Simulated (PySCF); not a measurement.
## How methods differ on the excitation energy of Mg

Mg [Ne] 3s2 (1S) → Mg [Ne] 3s1 3d1 (3D), as a difference of total energies. Calculation: PySCF 2.14, in dyall-av3z; no relativity, point nucleus. Correlated levels: valence: [Ne] frozen; virtual orbitals above 40 to 60 times the deepest correlated orbital energy dropped. The calculations carry no spin-orbit coupling.

**Question.** Order these methods by the excitation energy they give, lowest first.
A. wB97M-V
B. LDA
C. MP2 (valence)
D. PBE

**Answer.** D (51111 cm⁻¹), B (52854 cm⁻¹), C (55258 cm⁻¹), A (57776 cm⁻¹).

Errors of the correlated levels include the incompleteness of this basis and the frozen core.

The promoted electron is Rydberg-like, and one or two diffuse shells describe it only roughly, which tends to raise the upper state.

In the upper state the promoted electron has a positive orbital energy at LDA, PBE, PBE0, r2SCAN, PW91, so the basis confines it.

For comparison: 47957 cm⁻¹ (measured; NIST levels, between the centres of gravity of the two terms).
